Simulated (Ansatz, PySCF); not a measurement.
C3H6BFO2, SMILES OB(O)[C@@H]1C[C@@H]1F. Atoms are numbered in the order given.

```xyz
13

O      1.3215     0.6690    -1.0480
B      1.0896    -0.2397    -0.0644
O      2.1208    -0.5568     0.7799
C     -0.3371    -0.8845     0.0650
C     -1.4183    -0.5102    -0.9515
C     -1.4928     0.0122     0.4320
F     -1.2346     1.3371     0.6564
H      2.2123     1.0399    -0.9951
H      1.8729    -1.1807     1.4711
H     -0.3922    -1.8924     0.4947
H     -1.1089     0.1966    -1.7257
H     -2.1431    -1.2666    -1.2648
H     -2.2594    -0.3590     1.1212
```

Geometry optimised at B3LYP-D3(BJ)/def2-SVP. The structure was generated by enumeration; whether it is a known compound was not checked. Other conformers were not sampled.

Two levels are set side by side: PBE-D3(BJ)/def2-SVP (Ansatz, a first-principles code) and B3LYP-D3(BJ)/def2-SVP (Ansatz). Each level has its own optimised geometry; the coordinates shown are those of the second. Frequencies come from the Hessian of PySCF at each geometry. Differences are taken from unrounded values.

| quantity | B3LYP-D3(BJ) |
|---|---|
| mean bond length (Å) | 1.269 |
| bond O1–B2 (Å) | 1.359 |
| bond B2–O3 (Å) | 1.370 |
| bond B2–C4 (Å) | 1.571 |
| bond C4–C5 (Å) | 1.530 |
| bond C4–C6 (Å) | 1.508 |
| bond C5–C6 (Å) | 1.481 |
| bond C6–F7 (Å) | 1.368 |
| bond O1–H8 (Å) | 0.966 |
| bond O3–H9 (Å) | 0.964 |
| bond C4–H10 (Å) | 1.097 |
| bond C5–H11 (Å) | 1.093 |
| bond C5–H12 (Å) | 1.094 |
| bond C6–H13 (Å) | 1.096 |
| highest harmonic wavenumber (cm⁻¹) | 3876 |
| mean harmonic wavenumber (cm⁻¹) | 1309 |
| zero-point energy (kcal/mol) | 61.74 |

**Question.** What does PBE-D3(BJ) give, and how far is it from B3LYP-D3(BJ)? (Estimate from the structure and the level; the computed values follow.)

**Answer.** 
| quantity | PBE-D3(BJ) | PBE-D3(BJ) minus B3LYP-D3(BJ) |
|---|---|---|
| mean bond length (Å) | 1.276 | 0.007 |
| bond O1–B2 (Å) | 1.368 | 0.009 |
| bond B2–O3 (Å) | 1.379 | 0.009 |
| bond B2–C4 (Å) | 1.574 | 0.003 |
| bond C4–C5 (Å) | 1.533 | 0.003 |
| bond C4–C6 (Å) | 1.515 | 0.007 |
| bond C5–C6 (Å) | 1.486 | 0.006 |
| bond C6–F7 (Å) | 1.374 | 0.005 |
| bond O1–H8 (Å) | 0.975 | 0.009 |
| bond O3–H9 (Å) | 0.972 | 0.008 |
| bond C4–H10 (Å) | 1.105 | 0.008 |
| bond C5–H11 (Å) | 1.101 | 0.008 |
| bond C5–H12 (Å) | 1.101 | 0.008 |
| bond C6–H13 (Å) | 1.105 | 0.009 |
| highest harmonic wavenumber (cm⁻¹) | 3766 | -110 |
| mean harmonic wavenumber (cm⁻¹) | 1273 | -35 |
| zero-point energy (kcal/mol) | 60.07 | -1.67 |

GGA bonds tend to be longer and softer than those of functionals with exact exchange. Differences between two approximate levels are no errors against the true value.
